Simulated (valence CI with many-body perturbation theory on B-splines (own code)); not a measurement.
**E1 line list for Re III**

Level of theory: valence CI with perturbative core correlation (CI+MBPT): five valence electrons over a frozen Dirac-Fock core [Xe] 4f14, radial functions for each j: 7 s, 7 p, 8 d, 6 f, 4 g, 1 h, with the one-electron correlation potential Σ1 (screened to all orders), the two-electron term Σ2, the three-electron term Σ3, Breit, model QED; selected single and double excitations, second order for the rest (own B-spline code, finite nucleus).

Set against measurement, 66 paired levels are off by 1080 cm⁻¹ on average, the worst by 1839. These come from a selection out of Brasseur, Gamrath and Quinet, At. Data Nucl. Data Tables 157, 101636 (2024). Levels without a partner in it may be off by more, other configurations by 1,000 to 8,000 cm⁻¹. Among the levels kept, up to 2800 cm⁻¹ of a level comes from second order outside the variational space, and about a tenth of that is noise between levels of different J, which matters for small intervals. 3 measured levels below the end of the list, from 41405 cm⁻¹ on, found no clear computed partner.

Lines 301 to 350 of 597 in falling wavelength, among levels below 102429 cm⁻¹, chosen from the strongest by gf and those to the six lowest levels. Wavelengths and rates use the calculated energies, so an error of 1000 cm⁻¹ moves a line at 1622 Å by 1.6 % and its rate by three times that or more. Electric multipoles are in the length gauge, E1 and E2 with the static RPA response of the core. Weak lines are less certain than strong ones. Lines between different terms over intervals too small for the method are left out, as are lines whose strength nearly cancels. Where a level lies close to another of its J and parity, the split of strength between their lines is uncertain. The highest levels of a list are the least certain.

Names give the largest LS component (configuration and term), which can be under half, so a name can repeat, a term be missing and a line seem to break the LS rules; names also repeat where a configuration has a term twice. Letters in brackets count levels of one name in rising energy.

| λ vac (Å) | Upper | Lower | A (s⁻¹) | S (a.u.) with core polarisation | S without |
| --- | --- | --- | --- | --- | --- |
| 1622 | 5d4 6p 2I°_11/2 [a] | 5d5 2H_9/2 [a] | 4.52e+07 | 1.14e+00 | 1.30e+00 |
| 1617 | 5d4 6p 4D°_3/2 [d] | 5d5 4F_5/2 | 1.04e+08 | 8.73e-01 | 9.84e-01 |
| 1616 | 5d3 6s 6p 6F°_5/2 [b] | 5d4 6s 4F_7/2 [a] | 6.42e+07 | 8.03e-01 | 9.10e-01 |
| 1615 | 5d4 6p 4G°_5/2 [a] | 5d4 6s 6D_5/2 | 1.69e+08 | 2.11e+00 | 2.41e+00 |
| 1614 | 5d4 6p 4H°_11/2 [a] | 5d4 6s 6D_9/2 | 4.91e+07 | 1.22e+00 | 1.40e+00 |
| 1613 | 5d4 6p 4H°_7/2 | 5d4 6s 6D_5/2 | 1.40e+08 | 2.32e+00 | 2.64e+00 |
| 1611 | 5d4 6p 6P°_5/2 | 5d5 4G_5/2 [b] | 1.49e+07 | 1.84e-01 | 2.08e-01 |
| 1611 | 5d4 6p 4D°_7/2 [b] | 5d5 2G_9/2 | 8.59e+07 | 1.42e+00 | 1.62e+00 |
| 1610 | 5d4 6p 2G°_7/2 [a] | 5d4 6s 6D_7/2 | 1.42e+08 | 2.34e+00 | 2.67e+00 |
| 1609 | 5d4 6p 4G°_7/2 [a] | 5d5 2H_9/2 [a] | 4.03e+07 | 6.63e-01 | 7.60e-01 |
| 1605 | 5d4 6p 4D°_7/2 [a] | 5d5 4F_7/2 | 5.47e+07 | 8.93e-01 | 1.02e+00 |
| 1604 | 5d4 6p 6P°_5/2 | 5d5 4G_7/2 | 3.82e+07 | 4.66e-01 | 5.16e-01 |
| 1603 | 5d4 6p 4G°_9/2 [b] | 5d5 2F_7/2 [b] | 8.94e+07 | 1.82e+00 | 2.07e+00 |
| 1601 | 5d4 6p 6D°_9/2 | 5d5 4D_7/2 | 2.95e+07 | 5.97e-01 | 6.75e-01 |
| 1600 | 5d4 6p 6P°_3/2 | 5d4 6s 6D_1/2 | 3.78e+08 | 3.05e+00 | 3.47e+00 |
| 1600 | 5d4 6p 2I°_11/2 [c] | 5d4 6s 4H_11/2 | 3.41e+07 | 8.28e-01 | 9.31e-01 |
| 1600 | 5d4 6p 6D°_1/2 | 5d4 6s 6D_3/2 | 3.92e+08 | 1.58e+00 | 1.80e+00 |
| 1599 | 5d4 6p 2G°_9/2 | 5d5 2H_11/2 | 3.30e+07 | 6.67e-01 | 7.49e-01 |
| 1597 | 5d4 6p 4H°_9/2 | 5d4 6s 6D_9/2 | 1.07e+08 | 2.15e+00 | 2.45e+00 |
| 1593 | 5d4 6p 6D°_3/2 | 5d4 6s 6D_5/2 | 2.67e+08 | 2.13e+00 | 2.43e+00 |
| 1591 | 5d4 6p 2G°_7/2 [b] | 5d5 2F_7/2 [b] | 8.91e+07 | 1.42e+00 | 1.59e+00 |
| 1589 | 5d4 6p 4G°_11/2 [a] | 5d5 2G_9/2 | 1.25e+08 | 2.96e+00 | 3.39e+00 |
| 1585 | 5d4 6p 4F°_9/2 [a] | 5d5 2G_9/2 | 5.27e+07 | 1.04e+00 | 1.15e+00 |
| 1584 | 5d4 6p 2H°_9/2 [b] | 5d4 6s 4H_11/2 | 1.13e+08 | 2.22e+00 | 2.52e+00 |
| 1582 | 5d4 6p 4F°_5/2 [a] | 5d5 4D_5/2 | 1.24e+08 | 1.45e+00 | 1.64e+00 |
| 1582 | 5d4 6p 4F°_3/2 [a] | 5d5 4P_3/2 [a] | 1.09e+08 | 8.48e-01 | 9.56e-01 |
| 1581 | 5d4 6p 6P°_5/2 | 5d5 4P_3/2 [a] | 1.80e+08 | 2.10e+00 | 2.39e+00 |
| 1578 | 5d4 6p 4D°_5/2 [f] | 5d5 2G_7/2 [a] | 5.92e+07 | 6.88e-01 | 7.78e-01 |
| 1578 | 5d4 6p 4P°_5/2 [a] | 5d5 4D_7/2 | 8.24e+07 | 9.58e-01 | 1.09e+00 |
| 1577 | 5d4 6p 6P°_3/2 | 5d5 4G_5/2 [a] | 7.57e+07 | 5.86e-01 | 6.52e-01 |
| 1576 | 5d4 6p 6P°_7/2 | 5d5 4G_5/2 [a] | 1.77e+07 | 2.73e-01 | 3.16e-01 |
| 1575 | 5d4 6p 4F°_9/2 [b] | 5d5 2F_7/2 [a] | 3.30e+07 | 6.36e-01 | 7.29e-01 |
| 1574 | 5d4 6p 4G°_7/2 [b] | 5d4 6s 4H_9/2 | 1.11e+08 | 1.70e+00 | 1.94e+00 |
| 1572 | 5d4 6p 4F°_7/2 [b] | 5d5 4F_5/2 | 4.61e+07 | 7.07e-01 | 8.12e-01 |
| 1570 | 5d4 6p 2I°_13/2 | 5d5 2H_11/2 | 3.53e+07 | 9.45e-01 | 1.07e+00 |
| 1569 | 5d4 6p 4G°_5/2 [a] | 5d4 6s 6D_3/2 | 5.87e+07 | 6.72e-01 | 7.63e-01 |
| 1569 | 5d4 6p 4D°_1/2 [a] | 5d4 6s 6D_1/2 | 3.93e+07 | 1.50e-01 | 1.72e-01 |
| 1568 | 5d3 6s 6p 6G°_9/2 | 5d4 6s 4H_7/2 | 3.27e+07 | 6.22e-01 | 7.05e-01 |
| 1567 | 5d4 6p 6F°_7/2 [b] | 5d5 4G_5/2 [b] | 2.43e+07 | 3.69e-01 | 4.25e-01 |
| 1565 | 5d3 6s 6p 6G°_7/2 [b] | 5d5 2G_7/2 [a] | 3.89e+07 | 5.89e-01 | 6.67e-01 |
| 1560 | 5d4 6p 6F°_7/2 [b] | 5d5 4G_7/2 | 8.32e+06 | 1.25e-01 | 1.39e-01 |
| 1556 | 5d4 6p 4D°_3/2 [e] | 5d5 4F_5/2 | 8.25e+07 | 6.14e-01 | 6.87e-01 |
| 1555 | 5d4 6p 4D°_7/2 [c] | 5d5 2G_9/2 | 6.95e+07 | 1.03e+00 | 1.16e+00 |
| 1552 | 5d3 6s 6p 6G°_7/2 [a] | 5d5 4F_5/2 | 5.91e+07 | 8.72e-01 | 1.00e+00 |
| 1551 | 5d4 6p 2G°_7/2 [a] | 5d4 6s 6D_5/2 | 4.50e+07 | 6.64e-01 | 7.52e-01 |
| 1551 | 5d4 6p 4F°_5/2 [a] | 5d5 4D_7/2 | 1.52e+08 | 1.68e+00 | 1.89e+00 |
| 1551 | 5d4 6p 4F°_7/2 [a] | 5d4 6s 6D_7/2 | 2.05e+08 | 3.02e+00 | 3.42e+00 |
| 1551 | 5d4 6p 4F°_3/2 [a] | 5d4 6s 6D_1/2 | 2.13e+07 | 1.56e-01 | 1.81e-01 |
| 1546 | 5d4 6p 4G°_9/2 [a] | 5d5 2F_7/2 [a] | 1.23e+08 | 2.25e+00 | 2.55e+00 |
| 1546 | 5d4 6p 4G°_5/2 [a] | 5d5 4G_5/2 [b] | 4.39e+07 | 4.80e-01 | 5.40e-01 |
